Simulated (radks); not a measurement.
Values are calculated unless marked as measured or tabulated.
Question: Species: Ru. Configuration: [Kr] 4d7 5s1. Level of theory: scalar-relativistic Kohn-Sham, LDA (Slater exchange, Perdew-Wang correlation), spin-unpolarised, spherical densities, finite nucleus; Fermi nuclear charge, rms radius 4.4809 fm (a radial shooting solver on a logarithmic mesh with Libxc functionals). Some entries of the table are withheld. Estimate them.

| orbital | occ. | eigenvalue (eV) | <1/r> (bohr^-1) | r(max) (bohr) |
|---|---|---|---|---|
| 1s | 2 | (1) | 45.82 | 0.02174 |
| 2s | 2 | -3150.705 | 10.36 | (2) |
| 2p | 6 | -2823.917 | 10.05 | 0.09825 |
| 3s | 2 | -554.2996 | 3.589 | 0.3621 |
| 3p | 6 | -446.8996 | 3.420 | 0.3551 |
| 3d | 10 | -273.4855 | 3.194 | 0.3006 |
| 4s | 2 | -76.4381 | 1.350 | 0.9126 |
| 4p | 6 | -46.5295 | 1.202 | 0.9807 |
| 4d | 7 | -5.4008 | 0.8092 | 1.215 |
| 5s | 1 | (3) | 0.3839 | 2.717 |

Answer: 
(1) 1s eigenvalue (eV): -21907.69
(2) 2s r(max) (bohr): 0.1231
(3) 5s eigenvalue (eV): -4.5106
